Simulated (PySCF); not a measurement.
BF2H3O2Si, SMILES [SiH](F)(B(O)O)F. Geometry optimised at B3LYP-D3(BJ)/def2-SVP. The structure was generated by enumeration, and PubChem lists no compound with its InChIKey, so it may never have been made. Other conformers were not sampled.

### Question
Give the equilibrium geometry at B3LYP-D3(BJ)/def2-SVP (PySCF confirms it by a frequency run) as bond lengths and angles. (Estimate from the structure and the level; the computed values follow.)

### Answer
Several could match; the one computed here: 
Atoms: Si1 F2 F3 B4 O5 O6 H7 H8 H9. Bonds (Å): Si1–F2 1.638, Si1–F3 1.625, Si1–B4 2.023, Si1–H7 1.484, B4–O5 1.362, B4–O6 1.354, O5–H8 0.967, O6–H9 0.970. Bond angles (°): F2–Si1–F3 106.2, F2–Si1–B4 103.1, F2–Si1–H7 107.7, F3–Si1–B4 112.0, F3–Si1–H7 106.9, B4–Si1–H7 120.0, Si1–B4–O5 118.8, Si1–B4–O6 121.0, O5–B4–O6 120.2, B4–O5–H8 113.0, B4–O6–H9 112.5.
